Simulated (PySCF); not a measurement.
# Magnetic susceptibility: `InChI=1S/C5H7NO2/c6-5(8)3-1-2-4-7/h1-2,4H,3H2,(H2,6,8)/b2-1-`

Cartesian coordinates in Å; atom numbers follow the order of the lines, from 1:
```xyz
15

N     1.8167   -0.6151    0.3971
C     1.5939    0.6826    0.1537
O     2.2708    1.5908    0.5692
C     0.3475    0.9136   -0.7350
C    -0.8401    0.9776    0.1447
C    -1.6492   -0.0455    0.4727
C    -1.5239   -1.4121    0.0052
O    -0.5409   -1.9251   -0.4915
H     2.5897   -0.8784    0.9858
H     1.1733   -1.3203    0.0583
H     0.4897    1.8628   -1.2509
H     0.2750    0.0910   -1.4459
H    -1.0584    1.9535    0.5604
H    -2.5072    0.1457    1.1015
H    -2.4414   -2.0133    0.1443
```

Computed, not measured: GIAO PBE/pcSseg-1 magnetisability, rotational g tensor and spin-rotation constants, non-relativistic, gas phase in PySCF 2.14.0. Geometry: GFN2-xTB.

(1) What are the magnetisability and the molar susceptibility?

(2) Split it along the inertial axes a, b, c into diamagnetic and paramagnetic parts about the centre of mass, with the quadrupole moment.

(3) And the rotational g tensor?

Results:

(1) Isotropic -860 × 10⁻³⁰ J/T², or -51.8 × 10⁻⁶ cm³/mol; principal values -1088, -777, -714 × 10⁻³⁰ J/T², anisotropy 348 × 10⁻³⁰ J/T² (root of half the summed squared differences of the principal values). The susceptibility is in cgs units.

(2) 
```
axis  χ (10⁻⁶ cm³/mol)  diamagnetic (10⁻⁶ cm³/mol)  paramagnetic (10⁻⁶ cm³/mol)  summed x² of all electrons (Å²)  quadrupole Θ (D Å)
   a             -48.0                      -412.9                        364.9                            177.4               -9.90
   b             -44.8                      -859.0                        814.2                             72.3               +6.91
   c             -62.6                     -1059.4                        996.9                             25.0               +2.99
```
Anisotropies 2χaa − χbb − χcc = +11.4 and 2χbb − χaa − χcc = +21.0 × 10⁻⁶ cm³/mol. Θ is traceless in Buckingham's convention.

(3) 
| axis | rotational constant (GHz) | g | nuclear part | electronic part |
| --- | --- | --- | --- | --- |
| a | 3.7828 | -0.0557 | 0.5927 | -0.6484 |
| b | 1.4996 | -0.0313 | 0.5423 | -0.5736 |
| c | 1.1956 | -0.0137 | 0.5463 | -0.5599 |

Asymmetric top; isotopes 12C, 1H, 14N, 16O; no vibrational averaging.
